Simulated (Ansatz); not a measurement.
Input for Ansatz (a program for electronic structure): R-B2PLYP/def2-TZVPPD on CH3GaO (a complex). Files ending in .json are basis or fitting sets from the Basis Set Exchange. The run froze 16 orbitals, filled d shells among them.

Ansatz 0.2 input:
```yaml
crystal:
  periodic: [false, false, false]
  atoms:
    - {symbol: Ga, position_ang: [-0.00309405, 0.02588828, 0.25572175]}
    - {symbol: H, position_ang: [-0.00894275, 1.57422169, 0.25287382]}
    - {symbol: H, position_ang: [1.33759315, -0.73686005, 0.11897546]}
    - {symbol: H, position_ang: [-1.34142950, -0.74884788, 0.17076386]}
    - {symbol: C, position_ang: [0.06906504, -0.12248518, 3.41434392]}
    - {symbol: O, position_ang: [0.03967579, -0.06959510, 2.29361488]}
basis:
  gaussian:
    orbitals: def2-TZVPPD.json
hamiltonian:
  xc: {name: B2PLYP}
magnetization: {spin_polarized: false}
correlation: {electrons: outside_noble_gas}
scf: {lower_state_search: off}
```

Program output:

```
WARN ansatz: RAYON_NUM_THREADS=2 ignored (pool sized by the plan → 2); use --threads N
Functional definition: B2PLYP
these checks for a lower state are left out or cut short: stability, starts, cluster_reference, orbital_swaps, neighbouring_geometries, increment
integrals: 0.27 GiB planned
1083 factors; integrals over basis functions are off by at most 1.3e-3 eV
mean field: 0.88 GiB planned
mean field evaluation 1: about -55491.3369 eV, gradient 3.3e1 eV
mean field evaluation 2: about -55491.3970 eV, gradient 3.3e1 eV
mean field evaluation 4: about -55492.9151 eV, gradient 4.8e0 eV
mean field evaluation 8: about -55492.9567 eV, gradient 3.3e-1 eV
mean field evaluation 16: about -55492.9569 eV, gradient 5.0e-6 eV
mean field -55492.95688037 eV, -2039.3285508765 hartree, gradient 4.9e-6 eV, S^2 0.000000; 0 other end points of the search recorded, 0 dependent functions left out
16 core orbitals not correlated, not the lowest: weight in the atoms' cores, before any rotation towards them, 0.972 or more for the frozen orbitals, at most 0.023 for the correlated occupied ones
reference -55492.95704971 eV, -2039.3285570994 hartree; 8, 8 occupied and 158, 158 virtual orbitals, 1083 factors
second order -15.09317633 eV of doubles, -0.00000000 eV of singles
Total energy: -55497.03220731 eV, -2039.4783163793 hartree
Checks for a lower state left out: stability, starts, cluster_reference, orbital_swaps, neighbouring_geometries, increment
```

Self-consistency was reached.

Cost: around 4 core-seconds (rough).
